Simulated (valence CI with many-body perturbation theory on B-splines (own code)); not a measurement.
E1 transitions of Rb XXIV

Calculated by valence CI with perturbative core correlation (CI+MBPT): four valence electrons over a frozen Dirac-Fock core [Ne], radial functions for each j: 11 s, 11 p, 10 d, 8 f, 5 g, 2 h, with the one-electron correlation potential Σ1 (screened to all orders), the two-electron term Σ2, the three-electron term Σ3, Breit, model QED; selected single and double excitations, second order for the rest, scaled by the run's own slope (own B-spline code, finite nucleus).

No measured levels were compared; by estimate levels of excited configurations hold to 0.05 to 0.15 % of their energy, terms of the ground configuration to about 0.5 %. Among the levels kept, up to 740 cm⁻¹ of a level comes from second order outside the variational space, and about a tenth of that is noise between levels of different J, which matters for small intervals.

Lines 101 to 150 of 551 in falling wavelength, among levels below 2312500 cm⁻¹, chosen from the strongest by gf and those to the six lowest levels. Wavelengths and rates use the calculated energies, so an error of 400 cm⁻¹ moves a line at 15.03 nm by 0.06 % and its rate by three times that or more. Electric multipoles are in the length gauge with retardation, E1 and E2 with the static RPA response of the core. Weak lines are less certain than strong ones. Lines between different terms over intervals too small for the method are left out, as are lines whose strength nearly cancels. Where a level lies close to another of its J and parity, the split of strength between their lines is uncertain. The highest levels of a list are the least certain.

Names give the largest LS component (configuration and term), which can be under half, so a name can repeat, a term be missing and a line seem to break the LS rules; names also repeat where a configuration has a term twice. Letters in brackets count levels of one name in rising energy.

| λ vac (nm) | Upper | Lower | A (s⁻¹) | S (a.u.) with core polarisation | S without |
| --- | --- | --- | --- | --- | --- |
| 15.03 | 3s.3p2.3d 3D_2 [e] | 3s2.3p.3d 3P°_2 [b] | 9.07e+09 | 7.59e-02 | 7.80e-02 |
| 15.02 | 3p3.3d 3F°_4 [a] | 3s.3p2.3d 5F_5 | 8.84e+09 | 1.33e-01 | 1.37e-01 |
| 15.02 | 3p3.3d 5D°_2 [b] | 3s.3p2.3d 5D_3 | 1.27e+10 | 1.06e-01 | 1.09e-01 |
| 15.01 | 3s.3p.3d2 3F°_2 | 3s.3p2.3d 3D_1 [b] | 5.93e+09 | 4.95e-02 | 5.08e-02 |
| 14.99 | 3p3.3d 3F°_3 [a] | 3s.3p2.3d 5F_3 | 5.77e+09 | 6.72e-02 | 6.91e-02 |
| 14.99 | 3s.3p2.3d 3G_3 | 3s.3p3 3P°_2 | 1.32e+10 | 1.54e-01 | 1.58e-01 |
| 14.91 | 3s.3p2.3d 1D_2 [b] | 3s2.3p.3d 3P°_2 [b] | 7.27e+09 | 5.94e-02 | 6.11e-02 |
| 14.88 | 3s.3p.3d2 3G°_3 [a] | 3s.3p2.3d 3F_4 [b] | 1.04e+10 | 1.18e-01 | 1.22e-01 |
| 14.87 | 3s.3p.3d2 5D°_3 [b] | 3s.3p2.3d 1G_4 | 4.65e+09 | 5.28e-02 | 5.43e-02 |
| 14.86 | 3p3.3d 3F°_4 [b] | 3s.3p2.3d 3G_5 | 1.58e+10 | 2.31e-01 | 2.37e-01 |
| 14.83 | 3s.3p.3d2 3F°_4 | 3s.3p2.3d 3F_3 [c] | 4.23e+09 | 6.13e-02 | 6.29e-02 |
| 14.83 | 3s.3p.3d2 1F°_3 | 3s.3p2.3d 3D_3 [a] | 8.38e+09 | 9.44e-02 | 9.69e-02 |
| 14.82 | 3p3.3d 3F°_2 [c] | 3s.3p2.3d 3G_3 | 7.76e+09 | 6.24e-02 | 6.41e-02 |
| 14.81 | 3s.3p.3d2 3F°_3 | 3s.3p2.3d 3D_3 [b] | 6.18e+09 | 6.93e-02 | 7.12e-02 |
| 14.80 | 3p3.3d 3D°_2 [c] | 3s.3p2.3d 3D_3 [c] | 8.21e+09 | 6.57e-02 | 6.75e-02 |
| 14.79 | 3s.3p2.3d 3F_3 [b] | 3s2.3p.3d 3F°_2 | 5.62e+09 | 6.28e-02 | 6.44e-02 |
| 14.77 | 3s.3p2.3d 3D_2 [d] | 3s2.3p.3d 3P°_2 [a] | 7.85e+09 | 6.24e-02 | 6.42e-02 |
| 14.76 | 3s.3p.3d2 3G°_3 [a] | 3s.3p2.3d 3F_2 [c] | 5.76e+09 | 6.40e-02 | 6.57e-02 |
| 14.75 | 3p3.3d 3F°_3 [c] | 3s.3p2.3d 3F_2 [b] | 8.14e+09 | 9.03e-02 | 9.28e-02 |
| 14.71 | 3s.3p2.3d 3D_2 [e] | 3s2.3p.3d 3P°_1 | 1.48e+10 | 1.16e-01 | 1.19e-01 |
| 14.69 | 3s.3p2.3d 3D_3 [e] | 3s2.3p.3d 3D°_3 | 2.95e+10 | 3.23e-01 | 3.32e-01 |
| 14.60 | 3p3.3d 3P°_1 [b] | 3s.3p2.3d 3P_0 [b] | 1.15e+10 | 5.29e-02 | 5.43e-02 |
| 14.60 | 3s.3p2.3d 1D_2 [b] | 3s2.3p.3d 3P°_1 | 7.44e+09 | 5.71e-02 | 5.87e-02 |
| 14.59 | 3s.3p.3d2 3D°_1 | 3s.3p2.3d 3P_0 [c] | 1.06e+10 | 4.89e-02 | 5.02e-02 |
| 14.58 | 3s.3p.3d2 3G°_3 [c] | 3s.3p2.3d 3F_4 [b] | 6.17e+09 | 6.61e-02 | 6.79e-02 |
| 14.58 | 3s.3p3 3P°_2 | 3s2.3p2 3P_2 | 2.03e+09 | 1.55e-02 | 1.59e-02 |
| 14.57 | 3s.3p.3d2 3G°_4 [b] | 3s.3p2.3d 3D_3 [c] | 7.59e+09 | 1.04e-01 | 1.07e-01 |
| 14.52 | 3s.3p.3d2 3G°_3 [b] | 3s.3p2.3d 3F_2 [c] | 2.52e+10 | 2.67e-01 | 2.74e-01 |
| 14.48 | 3p3.3d 3P°_2 [a] | 3s.3p2.3d 3P_2 [a] | 6.43e+09 | 4.82e-02 | 4.95e-02 |
| 14.43 | 3s.3p.3d2 3D°_3 | 3s.3p2.3d 3D_2 [d] | 1.07e+10 | 1.11e-01 | 1.14e-01 |
| 14.42 | 3s.3p2.3d 3D_1 [b] | 3s2.3p.3d 3F°_2 | 1.15e+10 | 5.09e-02 | 5.23e-02 |
| 14.42 | 3s.3p2.3d 1D_2 [b] | 3s2.3p.3d 3D°_3 | 1.77e+10 | 1.31e-01 | 1.35e-01 |
| 14.41 | 3p3.3d 3D°_2 [b] | 3s.3p2.3d 3F_3 [b] | 1.18e+10 | 8.70e-02 | 8.93e-02 |
| 14.41 | 3s.3p.3d2 3G°_4 [a] | 3s.3p2.3d 3F_4 [b] | 4.76e+09 | 6.33e-02 | 6.50e-02 |
| 14.39 | 3s.3p.3d2 3G°_4 [a] | 3s.3p2.3d 3F_3 [c] | 1.49e+10 | 1.97e-01 | 2.03e-01 |
| 14.36 | 3s.3p2.3d 1F_3 | 3s2.3p.3d 1F°_3 | 5.62e+10 | 5.76e-01 | 5.92e-01 |
| 14.36 | 3s.3p2.3d 3D_1 [e] | 3s2.3p.3d 3P°_1 | 3.25e+10 | 1.42e-01 | 1.46e-01 |
| 14.35 | 3p4 3P_2 | 3s.3p3 5S°_2 | 6.07e+08 | 4.43e-03 | 4.55e-03 |
| 14.35 | 3p3.3d 3F°_4 [b] | 3s.3p2.3d 3D_3 [a] | 5.67e+09 | 7.44e-02 | 7.64e-02 |
| 14.34 | 3p3.3d 5D°_4 | 3s.3p2.3d 5F_3 | 5.84e+09 | 7.65e-02 | 7.86e-02 |
| 14.29 | 3s.3p2.3d 3D_2 [e] | 3s2.3p.3d 3D°_2 | 1.97e+10 | 1.42e-01 | 1.46e-01 |
| 14.26 | 3s.3p.3d2 3D°_2 | 3s.3p2.3d 3P_1 [c] | 2.91e+10 | 2.09e-01 | 2.14e-01 |
| 14.25 | 3s.3p2.3d 1P_1 | 3s2.3p.3d 3D°_2 | 3.47e+10 | 1.49e-01 | 1.53e-01 |
| 14.25 | 3s.3p.3d2 3D°_1 | 3s.3p2.3d 3D_1 [b] | 1.12e+10 | 4.81e-02 | 4.94e-02 |
| 14.24 | 3p3.3d 5D°_2 [a] | 3s.3p2.3d 5F_3 | 7.11e+09 | 5.07e-02 | 5.21e-02 |
| 14.24 | 3s.3p2.3d 3P_2 [b] | 3s2.3p.3d 3P°_2 [b] | 1.64e+10 | 1.16e-01 | 1.20e-01 |
| 14.23 | 3p3.3d 5D°_3 | 3s.3p2.3d 5F_4 | 1.10e+10 | 1.09e-01 | 1.12e-01 |
| 14.23 | 3s.3p.3d2 5D°_3 [a] | 3s.3p2.3d 3F_4 [a] | 8.68e+09 | 8.64e-02 | 8.88e-02 |
| 14.22 | 3p3.3d 3F°_4 [a] | 3s.3p2.3d 5F_4 | 3.89e+09 | 4.96e-02 | 5.10e-02 |
| 14.18 | 3s.3p.3d2 3H°_4 | 3s.3p2.3d 3F_3 [b] | 5.17e+09 | 6.55e-02 | 6.71e-02 |
